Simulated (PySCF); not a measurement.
Can point charges reproduce the dipole moment of `Cc1pcsc1C1CC1`?

Coordinates (GFN2-xTB, Å) and charges (e) from the PBE0/pcSseg-1 density (PySCF):

```tsv
atom	x	y	z	Mulliken	IAO	Hirshfeld	ESP-fitted
C1	1.347	-1.964	-0.524	-0.1514	-0.4221	-0.1212	-0.5318
C2	1.423	-0.522	-0.112	-0.5167	-0.2300	-0.0744	+0.3645
P3	3.010	0.239	0.149	+0.4732	+0.3229	+0.0490	-0.1717
C4	2.333	1.745	0.553	-0.5447	-0.5734	-0.1507	-0.2879
S5	0.629	1.899	0.549	+0.2731	+0.3470	+0.1270	+0.0714
C6	0.320	0.258	0.077	-0.1927	-0.1344	-0.0223	-0.2780
C7	-1.075	-0.174	-0.086	-0.2254	-0.1386	-0.0437	-0.0118
C8	-2.117	0.784	-0.604	-0.1740	-0.2872	-0.0890	-0.2750
C9	-2.149	0.362	0.827	-0.1746	-0.2872	-0.0888	-0.2740
H10	0.854	-2.067	-1.490	+0.1362	+0.1505	+0.0448	+0.1355
H11	2.351	-2.376	-0.604	+0.1250	+0.1519	+0.0431	+0.1712
H12	0.792	-2.549	0.209	+0.1360	+0.1505	+0.0447	+0.1353
H13	2.893	2.625	0.817	+0.1601	+0.1824	+0.0462	+0.2388
H14	-1.172	-1.207	-0.393	+0.1146	+0.1545	+0.0534	+0.1525
H15	-2.868	0.398	-1.276	+0.1350	+0.1545	+0.0521	+0.1386
H16	-1.801	1.791	-0.831	+0.1458	+0.1521	+0.0390	+0.1422
H17	-1.854	1.081	1.576	+0.1456	+0.1522	+0.0392	+0.1453
H18	-2.923	-0.317	1.151	+0.1350	+0.1543	+0.0519	+0.1350
```

Problem. Compute μ = Σ q r for each scheme (1 e·Å = 4.803 D) and compare with the dipole of the full density.

Solution. The full density gives (-2.10, -0.50, -0.20) D, 2.17 D in size; dipole vectors point from the negative to the positive end.

```tsv
scheme	μx	μy	μz	size (D)	share of the full size (%)	angle to the full dipole (°)
Mulliken	-0.76	-0.85	-0.25	1.16	54	35
IAO	-1.01	0.15	0.02	1.03	47	23
Hirshfeld	-0.83	0.15	0.02	0.84	39	24
ESP-fitted	-2.05	-0.50	-0.20	2.12	98	0
```

Problem. Which set comes closest?

Solution. Length of the difference vector: ESP-fitted 0.05 D, IAO 1.28 D, Mulliken 1.39 D, Hirshfeld 1.44 D. Closest: ESP-fitted. ESP charges are fitted to the potential around the molecule, whose slowest-falling term is the dipole's. The schemes that divide the density aren't constrained to reproduce the dipole.

Problem. What is left for the Hirshfeld atoms' own dipoles?

Solution. The shares of the density sum to the whole, so what Σ q r misses lies in dipoles about the nuclei. The atomic dipoles sum to (-2.10, -0.50, -0.20) − (-0.83, 0.15, 0.02) = (-1.27, -0.65, -0.22) D, 1.44 D in size.

Problem. With the origin at the mean of the coordinates, (0.000, 0.000, -0.001) Å, which are the largest single terms, by size, of the Mulliken dipole along the direction of the full one?

Solution. C4 +7.10, P3 -6.78, C2 +3.09, H13 -2.68, H15 +1.82 D; all 18 atoms together +0.95 D. The single terms depend on the origin, their sum doesn't.

Problem. Give the size of the full dipole in other units.

Solution. 2.17 D = 0.852 au = 0.451 e·Å = 7.23 × 10⁻³⁰ C·m.

One conformer (not necessarily the lowest) at the GFN2-xTB geometry, without solvent, vibrations or thermal averaging.

Shape of the structure used: `[CH3:1][c:2]1[p:3][cH:4][s:5][c:6]1[CH:7]1[CH2:8][CH2:9]1`: S5–C6–C7–C8 34°.
